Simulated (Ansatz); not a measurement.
Two structures of Si3N3H13, closed shell, reached by relaxing down either side of one saddle point (PBE0-D4/def2-TZVP). Energies are electronic, without zero-point energy. Program: Ansatz 0.2.0. Basis: def2-TZVPP and def2-QZVPP. Cores are frozen in the correlated methods. Extrapolation: Hartree–Fock as exp(−7.88 √X), correlation as X^−2.97. First:

```tsv
atom	x (Å)	y (Å)	z (Å)
Si1	-1.0534	1.8250	-0.6368
N2	0.4271	1.7077	0.2488
N3	-1.0948	3.1078	-1.7676
H4	0.5558	-0.3714	0.5477
N5	0.6233	-1.3890	0.6073
Si6	0.6801	-2.0372	2.1971
Si7	0.4906	-2.2143	-0.8947
H8	-1.2529	0.6084	-1.4645
H9	-2.0793	1.8999	0.4392
H10	0.4627	2.1064	1.1742
H11	1.3012	1.8594	-0.2335
H12	-1.4582	2.9595	-2.6937
H13	-1.1196	4.0783	-1.5034
H14	1.7067	-1.3324	3.0153
H15	-0.6115	-1.9191	2.9343
H16	1.0260	-3.4790	2.0983
H17	1.0832	-3.5696	-0.7462
H18	-0.9116	-2.3826	-1.3747
H19	1.2245	-1.4580	-1.9470
```

Second:

```json
{"atom": "Si1", "x (Å)": "-1.6914", "y (Å)": "0.2885", "z (Å)": "-0.0571"}
{"atom": "N2", "x (Å)": "1.6930", "y (Å)": "1.9917", "z (Å)": "0.0452"}
{"atom": "N3", "x (Å)": "-1.0764", "y (Å)": "1.4419", "z (Å)": "-1.1425"}
{"atom": "H4", "x (Å)": "1.5741", "y (Å)": "1.6829", "z (Å)": "1.0032"}
{"atom": "N5", "x (Å)": "-0.4948", "y (Å)": "-0.9555", "z (Å)": "0.1708"}
{"atom": "Si6", "x (Å)": "0.0043", "y (Å)": "-1.3566", "z (Å)": "1.7769"}
{"atom": "Si7", "x (Å)": "0.2762", "y (Å)": "-1.6163", "z (Å)": "-1.2355"}
{"atom": "H8", "x (Å)": "-2.9526", "y (Å)": "-0.2334", "z (Å)": "-0.6468"}
{"atom": "H9", "x (Å)": "-1.9761", "y (Å)": "0.7551", "z (Å)": "1.3348"}
{"atom": "H10", "x (Å)": "2.3117", "y (Å)": "2.7928", "z (Å)": "0.0625"}
{"atom": "H11", "x (Å)": "2.1738", "y (Å)": "1.2478", "z (Å)": "-0.4471"}
{"atom": "H12", "x (Å)": "-1.6724", "y (Å)": "1.9482", "z (Å)": "-1.7741"}
{"atom": "H13", "x (Å)": "-0.2119", "y (Å)": "1.9240", "z (Å)": "-0.9087"}
{"atom": "H14", "x (Å)": "0.5700", "y (Å)": "-0.1688", "z (Å)": "2.4803"}
{"atom": "H15", "x (Å)": "-1.1162", "y (Å)": "-1.8743", "z (Å)": "2.6051"}
{"atom": "H16", "x (Å)": "1.0674", "y (Å)": "-2.3930", "z (Å)": "1.6917"}
{"atom": "H17", "x (Å)": "0.6693", "y (Å)": "-3.0247", "z (Å)": "-0.9650"}
{"atom": "H18", "x (Å)": "-0.6627", "y (Å)": "-1.5761", "z (Å)": "-2.3842"}
{"atom": "H19", "x (Å)": "1.5145", "y (Å)": "-0.8744", "z (Å)": "-1.6094"}
```

(1) Which bonds change from the first to the second?

(2) Give the saddle point's structure and its height above each. (Judge from chemistry; the value comes from the calculation.)

No T1 diagnostic of these runs exceeds 0.012.

## Answers

(1) SiN₂H₆ ([NH2][SiH2][NH2]) + Si₂NH₇ ([SiH3][NH][SiH3]) → Si₃N₂H₁₀ ([NH2][SiH2][N]([SiH3])[SiH3]) + NH₃; bonds formed: Si1–N5, N2–H4; bonds broken: Si1–N2, H4–N5.

(2) The calculation gives: 1.427 eV above the first and 1.672 eV above the second (CCSD(T) at an estimated basis limit (MP2 extrapolated from triple and quadruple zeta, plus CCSD(T) − MP2 in triple zeta)).
Si1  (-0.743, 0.965, 0.005)
N2  (1.070, 1.587, 0.193)
N3  (-0.994, 1.901, -1.412)
H4  (1.134, 0.193, 0.333)
N5  (0.348, -0.701, 0.265)
Si6  (-0.022, -1.437, 1.816)
Si7  (0.483, -1.709, -1.162)
H8  (-1.954, 0.087, -0.274)
H9  (-1.053, 1.355, 1.422)
H10  (1.244, 2.179, 0.994)
H11  (1.547, 1.970, -0.613)
H12  (-1.838, 1.787, -1.947)
H13  (-0.468, 2.720, -1.666)
H14  (0.637, -0.635, 2.878)
H15  (-1.489, -1.476, 2.034)
H16  (0.512, -2.826, 1.836)
H17  (1.478, -2.786, -0.923)
H18  (-0.828, -2.321, -1.493)
H19  (0.939, -0.852, -2.285)
(Å)

Labels in which every atom is bracketed show which atoms are joined, not bond orders.

For scale, one of the runs: CCSD(T)/def2-TZVPP, 401 basis functions, launched by `ansatz run in.yaml --threads 4 --pin off --events-out ev --progress --plain --max-ram 66560MiB --backend cuda --devices 0, --max-vram 37GiB`. The run took 24 s on 4 CPU threads of an AMD EPYC 7R13 and a share of one NVIDIA H100 (shared host), with 0.87 GiB of host memory at its peak.
